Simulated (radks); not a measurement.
Task: All-electron atom: As8+ in [Ar] 3d7 (the NIST ground configuration). Calculated with a radial shooting solver on a logarithmic mesh with Libxc functionals: Dirac Kohn-Sham, relativistic LDA (MacDonald-Vosko exchange, VWN5 correlation), spin-unpolarised, spherical densities, finite nucleus; open shells fill j = l - 1/2 first; Fermi nuclear charge, rms radius 4.0968 fm. Some entries of the table are withheld. Estimate them.

orbital,occ.,eigenvalue (eV),r(max) (bohr),<r^2> (bohr^2)
1s1/2,2,-11832.14,0.02984,0.002805
2s1/2,2,-1656.676,0.1707,0.04865
2p1/2,2,-1501.605,0.1344,(1)
2p3/2,4,-1465.289,0.1374,(2)
3s1/2,2,-351.2932,0.5157,(3)
3p1/2,2,-298.4339,0.5058,(4)
3p3/2,4,-292.9199,0.5136,(5)
3d3/2,4,-201.7086,(6),0.4175
3d5/2,3,-200.7999,(7),0.4214
4s1/2,0,-125.8449,1.287,2.112
4p1/2,0,-109.7366,1.359,2.386
4p3/2,0,-108.6040,1.374,2.434

Result: 
(1) 2p1/2 <r^2> (bohr^2): 0.03754
(2) 2p3/2 <r^2> (bohr^2): 0.03901
(3) 3s1/2 <r^2> (bohr^2): 0.3870
(4) 3p1/2 <r^2> (bohr^2): 0.3964
(5) 3p3/2 <r^2> (bohr^2): 0.4083
(6) 3d3/2 r(max) (bohr): 0.4502
(7) 3d5/2 r(max) (bohr): 0.4525
